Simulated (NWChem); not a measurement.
# C2H2Cl, doublet; SMILES [CH]=CCl

Computed with NWChem. Pople sets run with spherical d functions. Spin-unrestricted. In the optimisation the excess spin sits in a' (Cs, its own frame). The geometry was optimised at PBE0/def2-SVP, spin-unrestricted. No stability test was run on the SCF state. Gas-phase geometry, NWChem's default radii.

COSMO at PBE/6-31G* gives an electrostatic solvation energy of -1.30 kcal/mol for ε = 2.4. Its surface charges are scaled by f = (ε − 1)/ε.

Task: Estimate the value for ε = 20.7 from the scaling alone and compare it with a run.

Result: 
1. f = 0.5833 and 0.9517; their ratio is 1.632.
2. With a rigid solute density the energy is proportional to f: -1.30 × 1.632 = -2.12 kcal/mol.
3. The run gives -2.21 kcal/mol, 0.09 lower; the difference is the response of the solute's density to the stronger field.
